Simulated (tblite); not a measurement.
Isomers of C6H12ClFO. Computed with GFN2-xTB (tblite): harmonic, unscaled wavenumbers at the GFN2-xTB geometry, gas phase. The method is semi-empirical: single wavenumbers can be off by several per cent or more. One conformer each.

Electronic energies: GFN2-xTB at the same geometries; isomer energies are rough at this level and their order can be wrong.

```csv
SMILES,"electronic energy, lowest = 0 (kJ/mol)"
CCO[C@](C)(CF)CCl,21.5
C[C@@H](F)CC[C@H](Cl)CO,0.0
CC[C@@H](F)[C@H](CCl)OC,25.5
CC[C@@H](COC)[C@@H](F)Cl,26.2
```

Q: How do GFN2-xTB zero-point energies change the relative energies?

A: 
```csv
SMILES,ZPE (kJ/mol),of it from modes above 1550 cm⁻¹,electronic (kJ/mol),"with ZPE, lowest = 0 (kJ/mol)",lowest mode (cm⁻¹),rings
C[C@@H](F)CC[C@H](Cl)CO,453.8,217.3,0.0,0.0,23,0
CCO[C@](C)(CF)CCl,450.9,215.7,21.5,18.6,37,0
CC[C@@H](F)[C@H](CCl)OC,451.7,213.9,25.5,23.4,51,0
CC[C@@H](COC)[C@@H](F)Cl,452.4,213.0,26.2,24.8,54,0
```

The zero-point energies span 2.9 kJ/mol, from `CCO[C@](C)(CF)CCl` to `C[C@@H](F)CC[C@H](Cl)CO`. The order is unchanged.

Q: What do entropy and thermal enthalpy add at 298.15 K and 1 bar (rigid rotor, harmonic oscillator, one conformer each)?

A: 
```json
{"SMILES": "CCO[C@](C)(CF)CCl", "point group": "C1", "symmetry number": "1", "S (J/(mol K))": "444.6", "H − H(0) (kJ/mol)": "32.50", "ZPE + H − H(0) − TS (kJ/mol)": "350.9"}
{"SMILES": "CC[C@@H](F)[C@H](CCl)OC", "point group": "C1", "symmetry number": "1", "S (J/(mol K))": "446.6", "H − H(0) (kJ/mol)": "32.22", "ZPE + H − H(0) − TS (kJ/mol)": "350.7"}
{"SMILES": "CC[C@@H](COC)[C@@H](F)Cl", "point group": "C1", "symmetry number": "1", "S (J/(mol K))": "446.4", "H − H(0) (kJ/mol)": "32.32", "ZPE + H − H(0) − TS (kJ/mol)": "351.6"}
```

Not tabulated: `C[C@@H](F)CC[C@H](Cl)CO` (lowest mode only 23 cm⁻¹).
